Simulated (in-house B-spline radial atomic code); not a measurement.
Configurations of C, with energies counted from [He] 2s2 2p2. Method: scalar-relativistic (X2C) PBE, spin-polarised, spherical fractional occupations, Fermi nucleus of rms radius 2.4702 fm. Calculated with a B-spline radial code for spherical atoms. Shells without spins written out take the highest spin.

Occupations are held fixed; configurations that lie above the ionisation limit could autoionise.

```csv
configuration,E - E(ref) (eV),highest orbital,its <r> (bohr)
"[He] 2s2 2p(1 up, 1 down)",1.2375,2p up,1.8
[He] 2s1 2p3,3.9911,2p up,1.7
[He] 2s2 2p1 3p1,8.8937,3p up,6.897
"[He] 2s(0 up, 1 down) 2p(0 up, 2 down) 3s(0 up, 1 down)",12.526,3s down,5.517
"[He] 2s(1 up, 0 down) 2p(0 up, 2 down) 3p(1 up, 0 down)",17.701,3p up,7.032
```

Order these further configurations by energy, lowest first.
A. [He] 2s1 2p2 3d1
B. [He] 2s(0 up, 1 down) 2p(2 up, 0 down) 3d(0 up, 1 down)
C. [He] 2s1 2p2 3p1
D. [He] 2s2 2p1 3s1
E. [He] 2s2 2p(1 up, 0 down) 3d(1 up, 0 down)

D (7.7834 eV), E (9.9722 eV), C (13.665 eV), A (14.771 eV), B (18.737 eV).
